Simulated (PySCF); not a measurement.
# Excited states of Ba (barium, neutral)

Ground state [Xe] 6s2, ¹S. Computed with PySCF 2.14 in x2c-TZVPall with one added diffuse shell each of s, p, d type (12s8p7d1f, 78 functions), with scalar relativity by spin-free X2C-1e. Vertical excitation energies in eV without spin-orbit coupling; excited terms of each kind are numbered among those the solver found. Frozen: [Kr] 4d10 5s2.

| term | leading excitation | EOM-EE-CCSD | measured centre of gravity (NIST) |
| --- | --- | --- | --- |
| 1 3D | 6s → d | 1.508 | 1.160 (6s5d) |
| 1 3P° | 6s → p | 1.581 | 1.622 (6s6p) |
| 1 1D | 6s → d | 1.849 | 1.413 (6s5d) |
| 1 1P° | 6s → p | 2.362 | 2.239 (6s6p) |
| 1 3S | 6s → s | 3.190 | n/a |
| 1 1S | 6s → s | 3.384 | n/a |
| 2 3P° | 6s → p | 3.765 | n/a |
| 2 1D | 6s → d | 3.766 | n/a |
| 2 1P° | 6s → p | 3.775 | n/a |
| 2 3D | 6s → d | 3.890 | n/a |

Doubly excited terms such as np² are absent. The solver can miss terms. Rydberg members are limited by the diffuse functions of the basis.
